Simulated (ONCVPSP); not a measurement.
An all-electron radial function and its pseudo partner (Ni (Z = 28))

Columns: radius, all-electron u(r) and pseudo u(r) of the 3p shell (level -71.39 eV) of nickel in the configuration [Ne] 3s2 3p6 3d8 4s2; PBE, scalar-relativistic, ONCV scheme, ONCVPSP 4.0.1.

```
r (bohr)  all-electron  pseudo
   0.072       -0.4660  0.0409
   0.145       -0.6292  0.1593
   0.217       -0.3397  0.3350
   0.290        0.1197  0.5468
   0.362        0.5481  0.7592
   0.435        0.8783  0.9498
   0.507        1.0875  1.0920
   0.580        1.1951  1.1783
   0.652        1.2222  1.2060
   0.725        1.1938  1.1842
   0.798        1.1295  1.1254
   0.870        1.0456  1.0443
   0.942        0.9524  0.9520
   1.015        0.8554  0.8552
   1.088        0.7608  0.7607
   1.160        0.6727  0.6726
   1.232        0.5913  0.5912
   1.305        0.5162  0.5162
   1.378        0.4489  0.4488
   1.450        0.3899  0.3898
   1.522        0.3377  0.3376
   1.595        0.2912  0.2912
   1.668        0.2507  0.2506
   1.740        0.2159  0.2158
   1.812        0.1856  0.1856
   1.885        0.1591  0.1591
```

Task: How many radial nodes do the two functions have?

Result: The all-electron 3p function has n − l − 1 = 1; the pseudo-wave has 0, since the states of the same l below it are removed with the core.

Task: At about which radius was the pseudo-wave matched?

Result: 1.05 bohr. The columns agree to 0.0005 from 0.94 bohr on; several derivatives are matched, so the curves merge somewhat inside the radius.

Task: Where does each function peak?

Result: Outermost all-electron maximum near 0.65 bohr, pseudo maximum near 0.65 bohr (to the table’s step).

Task: Is the pseudo-wave norm-conserving?

Result: Yes: the ONCV scheme keeps the norm inside the radius equal to the all-electron one, which fixes the energy derivative of the logarithmic derivative at the level.
